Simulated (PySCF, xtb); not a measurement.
SiBr2, SMILES Br[Si]Br (connectivity only; charge and spin as stated), neutral, multiplicity 1.

xtb 6.7.1 with GFN2-xTB at its own geometry gives an orbital gap of 2.45 eV and a dipole moment of 3.51 D.

Geometry: B3LYP-D3(BJ)/def2-TZVP. The isomer is the one that the SMILES or the coordinates give; other isomers of the formula were not compared.

Question: What does PBE0/def2-TZVPD (PySCF) give? (Estimate from the structure and the level; the computed values follow.)

Answer: gap 4.45 eV (levels -7.62 and -3.17 eV), dipole 0.96 D.
